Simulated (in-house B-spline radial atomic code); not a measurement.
Zn²⁺. Computed with a B-spline radial atomic code. Model: non-relativistic spherical atom: semilocal Troullier-Martins pseudo-atom, one channel per l, against all electrons, high spin, G0W0 and RPA with empty states to l = 8, local potential for every l without a channel, a model core (radius 0 = none) keeps its share of the functional.

What the tables leave out is listed at the end.

The pseudopotential gives back the lowest level of each angular momentum of its own functional in the configuration it was made in; a second state of the same l is only approximately right. Exact exchange, RPA and GW see the smooth pseudo-orbitals and miss the exchange with the core, for which the functional's share stands in. The column with an uncorrelated core keeps all orbitals and exact exchange, and so separates missing core correlation from pseudisation. Only the three outermost levels and the lowest empty one were computed. RPA here is direct RPA, with no exchange kernel, and its energies carry an (l + 1/2)⁻⁴ tail. A hybrid on a potential with a model core restores only its own semilocal share of the core's exchange.

Command:
```bash
python run_psgw.py task.json out
```
Settings (lengths in bohr, energies in hartree):
```
Z                      30
electrons              28
configuration          [Ar] 3d10
generated_in           [Ar] 3d10 4s2
functional             lda,vwn
core_shells            5
radius_factor          1.15
core_correction        True
```

Run time, properties included: 20 s on 1 thread of Arm Neoverse N1, with other jobs on the host.

Given: made with LDA VWN5; model core radius 0.357 bohr; local radius 2.158 bohr; mean-field start LDA VWN5.

Valence shells of the generating configuration: 3d, 4s.

Channel: s 2.417, p 3.4, d 1.939 (radii in bohr).

Computed: largest level miss in the spin-unpolarised generating configuration 0 eV; valence RPA correlation energy pseudo -0.84916 hartree; all-electron RPA polarisability, core included 2.5978 bohr³; pseudo-atom RPA polarisability 2.9034 bohr³.

| level | occupied | mean-field all-electron (eV) | mean-field pseudo minus all (eV) | G0W0 all-electron (eV) | G0W0 uncorrelated core minus all (eV) | G0W0 pseudo minus all (eV) | exchange self-energy all-electron (eV) | exchange self-energy pseudo (eV) |
| --- | --- | --- | --- | --- | --- | --- | --- | --- |
| 3d | 1 | -31.456 | -0.217 | -40.237 | -0.158 | 4.104 | -52.432 | -31.527 |
| 4s (empty) | 0 | -22.777 | -0.061 | -17.862 | -0.034 | -0.856 | -3.8824 | -2.9185 |

(1) What is the valence RPA correlation energy all-electron orbitals?

Given: mean-field start PBE0.

Computed: valence RPA correlation energy all-electron orbitals -0.61643 hartree; valence RPA correlation energy pseudo -0.8235 hartree; all-electron RPA polarisability, core included 2.2237 bohr³.

```
     level  occupied  mean-field all-electron (eV)  mean-field pseudo minus all (eV)  G0W0 all-electron (eV)  G0W0 uncorrelated core minus all (eV)  G0W0 pseudo minus all (eV)  exchange self-energy all-electron (eV)  exchange self-energy pseudo (eV)
        3d         1                       -33.954                             1.357                 -40.206                                 -0.196                        4.68                                 -52.669                           -31.307
4s (empty)         0                       -21.013                            -0.307                 -17.752                                 -0.024                      -0.963                                 -3.4159                           -2.6841
```

(2) What is the pseudo-atom RPA polarisability?

Results:

(1) -0.65117 hartree.

(2) 2.8341 bohr³.

Among the listed levels the largest G0W0 shift of the pseudo-atom is +4.68 eV, for 3d on the PBE0 start, while leaving the core uncorrelated moves that level by -0.20 eV. So pseudisation and the lost core exchange, not the missing core correlation, make the error. Not in the tables (levels of low weight, unsolved or above zero; the highest and the empty levels are kept at any weight): no Hartree-Fock pseudo-atom is run with a model core.
